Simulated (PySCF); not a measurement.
AlClBr₂, SMILES [Cl][Al]([Br])[Br]. Geometry optimised at PBE-D3(BJ)/def2-SVP. The structure was generated by enumeration; whether it is a known compound was not checked.

Task: Give the equilibrium geometry at PBE-D3(BJ)/def2-SVP (PySCF confirms it by a frequency run) as Cartesian coordinates in Å, and its point group. (The exact figures need the calculation; the answer reports its results.)

Result: point group C2v.
```xyz
4

Al     0.0000     0.0000     0.4232
Cl     0.0000     0.0000     2.5203
Br     0.0000     1.9498    -0.6907
Br     0.0000    -1.9498    -0.6907
```
